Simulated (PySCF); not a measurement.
**Energy of Lu⁺ (lutetium, charge +1) between two integer charges**

The 6s beta orbital of [Xe] 4f14 6s2 is emptied in steps (occupation f), with all orbitals relaxed, ending at [Xe] 4f14 6s1. All numbers are calculated (PySCF 2.14, a scalar-relativistic core potential, in def2-SVP with the def2 core potential (28 electrons)). The exact energy is a straight line in f; departures are measured from the line between the end points of the same method.

```csv
f,PBE0 (eV),r2SCAN (eV)
1,0.000,0.000
0.75,-0.411,-0.481
0.5,-0.548,-0.629
0.25,-0.409,-0.461
0,0.000,0.000
```

| method | E(f=0) − E(f=1) (eV) | −ε at f=1 (eV) | −ε at f=0.5 (eV) |
| --- | --- | --- | --- |
| PBE0 | 13.915 | 11.727 | 13.916 |
| r2SCAN | 13.781 | 11.177 | 13.827 |

Orbital energy along the path (eV):

| f | PBE0 | r2SCAN |
| --- | --- | --- |
| 1 | -11.727 | -11.177 |
| 0.75 | -12.819 | -12.535 |
| 0.5 | -13.916 | -13.827 |
| 0.25 | -15.029 | -15.050 |
| 0 | -15.847 | -16.106 |

Reference removal energy between the ground levels: 14.13 ± 0.05 eV (semi-empirical (NIST evaluation); NIST Atomic Spectra Database, ionization energies).
